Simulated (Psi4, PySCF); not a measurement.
C₂H₆AlFO₂, singlet, geometry from GFN2-xTB (such geometries of metal compounds can be far from the true shape), atoms displaced at random by about 0.08 Å a coordinate. Base run: R2SCAN/6-31G, gradient run with PySCF.

The PySCF input:
```python
from pyscf import gto, scf, dft

mol = gto.Mole()
mol.atom = '''
    Al    0.21738296    0.20621870    0.13966546
    F     0.94626995    1.63191988    1.21081989
    O    -0.86300279    0.62389676   -0.93312412
    C    -1.87646653    1.37710547   -1.55501234
    H    -1.78094618    2.36112179   -1.37781383
    H    -1.42368885    1.18649680   -2.56263882
    H    -2.94638695    1.08012039   -1.36356765
    O     0.64863180   -1.11424359    0.44612287
    C     0.80684838   -2.64688848    0.25250993
    H     0.09811725   -2.93748866   -0.37893273
    H     1.94781579   -2.84646371   -0.20133837
    H     0.47464074   -3.07299255    1.23699064
'''
mol.basis = '6-31g'
mol.verbose = 4
mol.build()

mf = dft.RKS(mol)
mf.xc = 'r2scan'
mf.kernel()
g = mf.nuc_grad_method()
grad = g.kernel()
```

Programs used: Psi4, PySCF; a row that names a program was run with it.

The coordinate followed is y of atom 2.

Each row names what was changed in the base input (with any setting that the change needs).

```json
[
 {"change": "base", "dE/dx (Eh/bohr)": "0.047624", "net force (Eh/bohr)": "0.000924"},
 {"change": "code = psi4", "dE/dx (Eh/bohr)": "0.046630", "net force (Eh/bohr)": "0.001104"},
 {"change": "conv_tol = 1e-6", "dE/dx (Eh/bohr)": "0.047624", "net force (Eh/bohr)": "0.000924"},
 {"change": "grids.level = 0; grid_response = off", "dE/dx (Eh/bohr)": "0.027101", "net force (Eh/bohr)": "0.054718"},
 {"change": "finite difference step (bohr) = 1e-4; conv_tol = 1e-11", "dE/dx (Eh/bohr)": "0.047146", "net force (Eh/bohr)": "-"},
 {"change": "grids.level = 1; grid_response = on", "dE/dx (Eh/bohr)": "0.047467", "net force (Eh/bohr)": "0.000000"},
 {"change": "finite difference step (bohr) = 1e-3; conv_tol = 1e-11", "dE/dx (Eh/bohr)": "0.047146", "net force (Eh/bohr)": "-"},
 {"change": "density fitting = on; auxbasis_response = off", "dE/dx (Eh/bohr)": "0.047083", "net force (Eh/bohr)": "0.000950"},
 {"change": "finite difference step (bohr) = 0.2; conv_tol = 1e-11", "dE/dx (Eh/bohr)": "0.046422", "net force (Eh/bohr)": "-"},
 {"change": "grids.level = 5; grid_response = on", "dE/dx (Eh/bohr)": "0.047227", "net force (Eh/bohr)": "0.000000"},
 {"change": "finite difference step (bohr) = 1e-5; conv_tol = 1e-11", "dE/dx (Eh/bohr)": "0.047146", "net force (Eh/bohr)": "-"},
 {"change": "grid_response = on", "dE/dx (Eh/bohr)": "0.047146", "net force (Eh/bohr)": "0.000000"}
]
```

The net force is zero for an exact gradient.
